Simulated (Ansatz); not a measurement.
`O[SiH]1CN1` + H–F → `F[SiH]1CN1` + H₂O at 700 K and 1 bar (ligand exchange at the Si–O bond).

Isolated molecules relaxed with PBE0-D4/def2-TZVP in Ansatz; ΔE leaves out vibrations. CBS: MP2 limit from def2 TZ/QZ plus the TZ coupled-cluster correction, frozen cores. This one scheme is used for every species. Each species was taken in one conformer, which may not be the lowest.

```json
{"species": "`O[SiH]1CN1`", "CCSD(T)/CBS energy (Eh)": "-460.03264", "H − E (kJ/mol)": "235.4", "S (J/(mol·K))": "394.4"}
{"species": "H–F", "CCSD(T)/CBS energy (Eh)": "-100.39570", "H − E (kJ/mol)": "45.2", "S (J/(mol·K))": "198.5"}
{"species": "`F[SiH]1CN1`", "CCSD(T)/CBS energy (Eh)": "-484.06067", "H − E (kJ/mol)": "198.9", "S (J/(mol·K))": "379.0"}
{"species": "H₂O", "CCSD(T)/CBS energy (Eh)": "-76.37941", "H − E (kJ/mol)": "80.5", "S (J/(mol·K))": "218.4"}
```

H − E and S are ideal-gas, rigid-rotor, harmonic terms from PBE0-D4/def2-TZVP, for one conformer and one mirror image of each species. 1 Eh = 2625.50 kJ/mol, R = 8.31446 J/(mol·K).

Q: By hand: ΔE, ΔH, ΔS and ΔG.

A: ΔE = (-484.06067) + (-76.37941) − (-460.03264) − (-100.39570) = -0.01174 Eh = -30.8 kJ/mol. Δ(H − E) = 198.9 + 80.5 − 235.4 − 45.2 = -1.2, so ΔH = -32.0 kJ/mol. ΔS = 379.0 + 218.4 − 394.4 − 198.5 = 4.5 J/(mol·K). ΔG = -32.0 − 700 × (4.5)/1000 = -35.1 kJ/mol.

Q: By hand: the equilibrium constant, and the temperature at which ΔG would vanish if ΔH and ΔS stayed fixed.

A: log₁₀ K = −ΔG/(RT ln 10) = 2.6. ΔH and −TΔS have one sign here, so there is no such temperature.

The number of gas molecules stays the same, so ΔS is small and ΔH decides. A doubt of 5 kJ/mol in ΔE shifts log₁₀ K by 0.4 here. Other conformers and mirror images would add mixing entropy, several J/(mol·K) or more a flexible species. These are equilibria of isolated gas molecules and say nothing of rates. Largest T1 diagnostic: 0.012 (customary marks: 0.02 for closed shells, 0.045 for open ones).

ΔS is within the doubt of such terms, so its sign, and with it that verdict, could turn.
